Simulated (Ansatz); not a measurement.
Spectroscopic constants of ZrAs, multiplicity 4 (an upper state: multiplicity 2 came lower at PBE0/def2-TZVPP). No spin–orbit coupling. As is treated without relativity.

Constants: fifth-degree fit in 1/R to seven points, most abundant isotopes. Runs in def2 and cc sets follow the lowest solution found near the PBE0 minimum.

Run with Ansatz (Gaussian basis) for Hartree–Fock, density functionals and correlated methods.  In def2 rows elements past Kr take small-core potentials, without spin–orbit coupling.

```tsv
level	r_e (Å)	ω_e (cm⁻¹)	ω_e x_e (cm⁻¹)	dipole (D)
PBE/def2-TZVPP	2.451	308	0.66	4.17
PBE0/def2-TZVPP	2.430	(withheld)	0.69	5.01
wB97X-V/def2-TZVPP	(withheld)	(withheld)	0.63	5.90
```

Question: Fill in the missing entries.

Answer: 
- wB97X-V/def2-TZVPP, r_e (Å): 2.418
- wB97X-V/def2-TZVPP, ω_e (cm⁻¹): 337
- PBE0/def2-TZVPP, ω_e (cm⁻¹): 324

Ansatz is a program for electronic structure.
